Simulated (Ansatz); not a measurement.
One change: `N[Si@@H]1S[C@@H]1F` becomes `FC1[SiH2]S1`.

Ansatz, PBE0-D4/def2-TZVP geometries, multiplicity 1. Each molecule was computed in one conformer, which needn't be the lowest.

```
                                          property  `N[Si@@H]1S[C@@H]1F`
size of the dipole moment (ωB97M-V/def2-TZVPP) / D                  2.77
              HOMO–LUMO gap (PBE0/def2-TZVPP) / eV                  7.15
                 LUMO energy (PBE/def2-TZVPP) / eV                 -0.77
             LUMO energy (ωB97M-V/def2-TZVPP) / eV                  1.73
           HOMO–LUMO gap (ωB97M-V/def2-TZVPP) / eV                 10.94
                HOMO energy (PBE0/def2-TZVPP) / eV                 -7.06
```

(1) What does the change do to each property? (Best estimate.)

Results:

(1) Ansatz gave: 
```json
{"property": "size of the dipole moment (ωB97M-V/def2-TZVPP) / D", "`FC1[SiH2]S1`": "2.20", "shift": "-0.57"}
{"property": "HOMO–LUMO gap (PBE0/def2-TZVPP) / eV", "`FC1[SiH2]S1`": "6.81", "shift": "-0.34"}
{"property": "LUMO energy (PBE/def2-TZVPP) / eV", "`FC1[SiH2]S1`": "-1.54", "shift": "-0.77"}
{"property": "LUMO energy (ωB97M-V/def2-TZVPP) / eV", "`FC1[SiH2]S1`": "1.06", "shift": "-0.67"}
{"property": "HOMO–LUMO gap (ωB97M-V/def2-TZVPP) / eV", "`FC1[SiH2]S1`": "10.74", "shift": "-0.20"}
{"property": "HOMO energy (PBE0/def2-TZVPP) / eV", "`FC1[SiH2]S1`": "-7.53", "shift": "-0.47"}
```

With PBE0 the HOMO falls by 0.47 eV and the LUMO falls by 0.81 eV, so the gap narrows by about 0.34 eV. PBE moves the HOMO by -0.52 eV and ωB97M-V by -0.47 eV. Dipoles are sizes alone; their direction can turn.
